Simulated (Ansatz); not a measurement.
Input file for Ansatz (a program for electronic structure): R-CCSD(T)/def2-SVP on CH4OPb (SMILES C[O][PbH]), a point of a bond scan (R = 1.096 Å). Elements past Kr take the def2 small-core potentials; no spin–orbit coupling. The run froze 11 orbitals, filled d shells among them.

Ansatz 0.2 input:
```yaml
crystal:
  periodic: [false, false, false]
  atoms:
    - {symbol: Pb, position_ang: [-0.18088400, -0.24647814, 0.34040536]}
    - {symbol: H, position_ang: [-1.22799667, -0.74183773, -1.13818280]}
    - {symbol: O, position_ang: [1.00528976, 1.06933301, -0.77910563]}
    - {symbol: C, position_ang: [0.89711151, 1.34866124, -2.15568911]}
    - {symbol: H, position_ang: [0.71053154, 2.41844853, -2.30633806]}
    - {symbol: H, position_ang: [1.83700100, 1.10003060, -2.66238683]}
    - {symbol: H, position_ang: [0.08796474, 0.78793494, -2.63935184]}
basis:
  gaussian:
    orbitals: def2-SVP
    pivot_positions_ang: [[-0.18088400, -0.24647814, 0.34040536], [-1.22799667, -0.74183773, -1.13818280], [1.00528976, 1.06933301, -0.77910563], [0.89711151, 1.34866124, -2.15568911], [0.71053154, 2.41844853, -2.30633806], [1.83700100, 1.10003060, -2.66238683], [0.08796474, 0.78793494, -2.63935184]]
magnetization: {spin_polarized: false}
correlation: {method: ccsd_t, electrons: outside_noble_gas}
scf: {lower_state_search: off}
output: {orbitals: {seedname: ./end}}
```

Question: What total energy does the run end on?

Answer: -307.2115 hartree (reference determinant -306.7677, T1 diagnostic 0.024).
